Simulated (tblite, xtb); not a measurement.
H₁₂Si₅, triplet, at the geometry of the source list (a higher spin typed on purpose: for a closed-shell molecule this is an excited state). Base run: xtb 6.7.1 with GFN1-xTB.

Input for xtb:
```
$ xtb mol.xyz --gfn 1 --uhf 2 --json

# file mol.xyz
17

Si    -0.40880000    -0.87430000    -2.13750000
Si    -0.00000000    -0.00000000     0.00000000
Si    -0.01170000     2.34320000    -0.09840000
Si    -1.67100000    -0.72890000     1.47550000
Si     2.09150000    -0.74000000     0.76040000
H     -1.70360000    -0.45160000    -2.67710000
H     -0.41570000    -2.33930000    -2.15130000
H      0.60000000    -0.45830000    -3.11500000
H      0.23820000     2.95970000     1.20690000
H     -1.29270000     2.87750000    -0.56750000
H      1.01090000     2.87060000    -1.00520000
H     -3.00940000    -0.30060000     1.06130000
H     -1.72200000    -2.18880000     1.58650000
H     -1.47830000    -0.21930000     2.83550000
H      2.17130000    -2.20030000     0.84680000
H      3.18710000    -0.31920000    -0.11640000
H      2.41420000    -0.23060000     2.09560000
```

Programs used: tblite, xtb; a row that names a program was run with it.

Each row names what was changed in the base input (with any setting that the change needs).

```tsv
change	ΔE vs base (mEh)	dipole (D)	G_solv (kcal/mol)	SCF cycles
base	0.000	0.00	-	10
etemp = 3000	-33.123	0.00	-	9
acc = 1000	0.007	0.09	-	6
acc = 0.0001	0.000	0.00	-	17
gbsa = water	6.099	0.00	3.83	9
alpb = hexane	-3.996	0.00	-2.51	9
program = tblite; method = gfn1; option = (--efield, 0,0,0.1)	-0.600	-	-	-
alpb = methanol	-3.131	0.00	-1.96	9
etemp = 10000	-154.8	0.00	-	9
file = coord	0.000	0.00	-	10
alpb = cs2	-0.851	0.00	-0.53	9
gbsa = acetonitrile	-2.457	0.00	-1.54	9
```

ALPB and GBSA are two models with their own fitted parameters for each solvent, which aren't always the measured dielectric constant.
